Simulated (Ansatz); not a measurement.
Consider the isomerisation: `C[SiH2]/C(F)=C\F` → `F/C=C(\[SiH3])CF`.

Computed with Ansatz on PBE0-D4/def2-TZVP structures; ΔE is electronic, products minus reactants. CCSD(T)/CBS is the MP2 limit (def2-TZVPP, def2-QZVPP) plus CCSD(T) − MP2 in def2-TZVPP, frozen cores. Double bonds are as drawn, so ΔE can hold a change between cis and trans. Functionals use def2-TZVPP. B3LYP here is the variant with VWN-RPA as its local correlation; programs differ in this. Each species was taken in one conformer, which may not be the lowest.

Task: Is it downhill or uphill in electronic energy at CCSD(T)/CBS, and by how much? (An estimate is asked.)

Result: The calculation gave: Uphill: ΔE = +19.2 kJ/mol.

Task: What do these levels give: PBE-D4, r2SCAN-D4, B3LYP-D4, PBE0, B3LYP, CCSD(T)/def2-TZVPP? (Best estimate.)

Result: Computed: PBE-D4 25.0, r2SCAN-D4 24.3, B3LYP-D4 21.9, PBE0 23.1, B3LYP 23.9, CCSD(T)/def2-TZVPP 17.5 kJ/mol.

Largest T1 diagnostic among the species: 0.012.

From PBE to PBE0 (25 % exact exchange), in def2-TZVPP and without D4, ΔE moves by −3.1 kJ/mol.
